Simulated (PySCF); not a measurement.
Job file and geometry (Å, from GFN2-xTB) of an NMR shielding run on `CS[C@@H]1[SiH2]SCS[C@@H]1F`, C4H9FS3Si, PySCF, GIAO PBE0/pcSseg-1 NMR shielding, non-relativistic, gas phase; density fitting, a coarse starting grid and PySCF grid level 2 are the driver's defaults:

```
$ OMP_NUM_THREADS=1 python probes_run.py task.json out

{"job": {"kind": "nmr", "xc": "PBE0", "basis": "pcSseg-1"}, "charge": 0, "multiplicity": 1}
C      3.079422     0.434857     0.607784
S      2.025995    -0.461114    -0.572099
C      0.399299    -0.262290     0.241179
Si    -0.687404    -1.757461    -0.244503
S     -2.560931    -1.467707     0.773401
C     -2.863725     0.287619     0.373760
S     -1.632128     1.469542     0.981205
C     -0.236075     1.055117    -0.139989
F     -0.697298     1.015300    -1.427664
H      3.040943    -0.057471     1.575799
H      2.756790     1.469285     0.687910
H      4.087354     0.392260     0.208255
H      0.587319    -0.253947     1.316256
H     -0.124847    -2.955530     0.349064
H     -0.889900    -1.768392    -1.686231
H     -2.951579     0.403979    -0.703550
H     -3.795961     0.558346     0.862339
H      0.453967     1.903924    -0.072938
```

**Question.** Write the output of this run.

**Answer.** 
```
coarse grid: 17512 points
cycle   1  E = -1740.7329671185  dE =  1.024e+00  |g| = 5.239e-01  |ddm| = 4.095e+00
cycle   2  E = -1740.6996924518  dE =  3.327e-02  |g| = 7.201e-01  |ddm| = 1.050e+00
cycle   3  E = -1740.7885614139  dE = -8.887e-02  |g| = 7.994e-02  |ddm| = 5.900e-01
cycle   4  E = -1740.7896841446  dE = -1.123e-03  |g| = 3.584e-02  |ddm| = 1.075e-01
cycle   5  E = -1740.7899700524  dE = -2.859e-04  |g| = 8.957e-03  |ddm| = 4.286e-02
cycle   6  E = -1740.7899893359  dE = -1.928e-05  |g| = 2.651e-03  |ddm| = 1.340e-02
cycle   7  E = -1740.7899908573  dE = -1.521e-06  |g| = 7.807e-04  |ddm| = 3.921e-03
final grid: 151952 points
cycle   8  E = -1740.8563710303  dE = -3.678e-05  |g| = 1.115e-02  |ddm| = 3.661e-02
cycle   9  E = -1740.8563436182  dE =  2.741e-05  |g| = 1.552e-02  |ddm| = 2.260e-02
cycle  10  E = -1740.8563995206  dE = -5.590e-05  |g| = 1.307e-03  |ddm| = 1.422e-02
cycle  11  E = -1740.8563999120  dE = -3.914e-07  |g| = 2.983e-04  |ddm| = 1.718e-03
cycle  12  E = -1740.8563999312  dE = -1.918e-08  |g| = 1.024e-04  |ddm| = 3.501e-04
cycle  13  E = -1740.8563999338  dE = -2.579e-09  |g| = 2.747e-05  |ddm| = 1.331e-04
cycle  14  E = -1740.8563999340  dE = -1.951e-10  |g| = 8.284e-06  |ddm| = 4.279e-05
converged SCF energy = -1740.8563999340

GIAO shielding tensors (ppm)
atom      isotropic    diamagn.    paramagn.     s11        s22        s33       span
  0 C      164.548     250.947     -86.399    139.874    166.529    187.242     47.368
  1 S      517.879    1057.082    -539.204    382.240    428.445    742.951    360.710
  2 C      143.694     255.312    -111.618    120.135    143.533    167.414     47.278
  3 Si     388.356     877.659    -489.302    357.857    384.242    422.969     65.112
  4 S      589.125    1056.303    -467.178    359.140    598.494    809.742    450.602
  5 C      152.764     251.963     -99.199    117.839    165.789    174.665     56.826
  6 S      378.664    1056.283    -677.618    223.103    406.410    506.480    283.377
  7 C       86.555     244.176    -157.621     52.304     85.159    122.201     69.896
  8 F      364.374     475.041    -110.667    316.619    367.495    409.009     92.390
  9 H       29.589      29.820      -0.232     24.465     27.559     36.742     12.277
 10 H       29.300      30.698      -1.398     23.730     28.509     35.661     11.931
 11 H       29.758      28.132       1.627     24.333     26.208     38.734     14.401
 12 H       29.592      33.277      -3.685     23.850     31.574     33.351      9.501
 13 H       27.099      27.966      -0.867     22.899     25.473     32.924     10.025
 14 H       26.533      28.095      -1.562     22.907     25.411     31.282      8.375
 15 H       26.987      30.055      -3.068     21.519     26.649     32.793     11.273
 16 H       28.286      29.143      -0.857     21.130     27.025     36.703     15.573
 17 H       25.739      30.734      -4.995     22.211     25.838     29.168      6.957
```

**Question.** Turn these shieldings into chemical shifts. Scale: TMS for ¹³C (σref 186.93), ²⁹Si (σref 349.16), ¹H (σref 31.72); ³³S (σref 503.73) vs CS2; ¹⁹F (σref 170.95) vs CFCl3 (reference shieldings calculated alike).

**Answer.** Averaging equivalent atoms: C 7: 100.4; C 2: 43.2; C 5: 34.2; C 0: 22.4; S 6: 125; S 1: -14; S 4: -85; Si 3: -39.2; F 8: -193.4; H 17: 5.98; H 14: 5.18; H 15: 4.73; H 13: 4.62; H 16: 3.43; H 9/10/11: 2.17; H 12: 2.13 ppm. Unscaled 19F shifts against computed CFCl3 carry errors that often reach 10 to 50 ppm.

Size and cost of the density-fitted run: 226 basis functions, 85 s wall time on 1 thread of an Arm Neoverse N1, shared host; peak memory 1.1 GiB.
